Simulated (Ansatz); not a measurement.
Gas-phase reaction in SMILES: N[SiH3] -> N[SiH2-] + H+
Structures are relaxed separately at B3LYP-D3(BJ)/def2-TZVP in Ansatz (a first-principles code), one conformer each, not searched for the lowest. Frequencies are from Ansatz.
Geometry of the first species:
SMILES: [SiH3]N
```xyz
7

Si    -0.5698    -0.0218     0.0815
N      1.1270     0.0592    -0.2111
H     -1.1332     1.3310    -0.1334
H     -1.1511    -0.9874    -0.8795
H     -0.9726    -0.4582     1.4471
H      1.6789     0.7924     0.2058
H      1.6667    -0.7871    -0.3025
```
Charge 0, spin multiplicity 1.

Quantity: gas-phase deprotonation energy (0 K, with B3LYP-D3(BJ) harmonic zero-point energies), in kJ/mol. Cores are frozen in the correlated levels unless marked. Spin-orbit coupling is left out. Non-relativistic. Anions need diffuse functions: aug- sets have them; def2-D sets add few; the other sets have none. CBS marks a two-point X^-3 extrapolation of the correlation energy; Hartree-Fock from the larger set.

```csv
level,program,gas-phase deprotonation energy (kJ/mol)
PBE0-D4/def2-TZVPD,Ansatz + dftd4,1586.0
BHLYP-D3(BJ)/def2-TZVPD,Ansatz + dftd3,1611.5
CAM-B3LYP/def2-TZVPD,Ansatz,?
SCS-MP2/STO-3G,Ansatz,2096.4
SCS-MP2/aug-cc-pV(D+d)Z,Ansatz,1588.0
SCS-MP2/cc-pV(D+d)Z,Ansatz,1638.0
SCS-MP2/aug-cc-pV(T+d)Z,Ansatz,1600.0
SCS-MP2/cc-pV(Q+d)Z,Ansatz,1614.4
CCSD/aug-cc-pV(D+d)Z,Ansatz,1582.6
CCSD/cc-pwCVTZ,Ansatz,1619.7
"CCSD(T)/CBS(aug-cc-pV(T+d)Z,aug-cc-pV(Q+d)Z)",Ansatz,?
```

Fill in the missing entries.


- CAM-B3LYP/def2-TZVPD, gas-phase deprotonation energy (kJ/mol): 1592.9
- CCSD(T)/CBS(aug-cc-pV(T+d)Z,aug-cc-pV(Q+d)Z), gas-phase deprotonation energy (kJ/mol): 1592.0
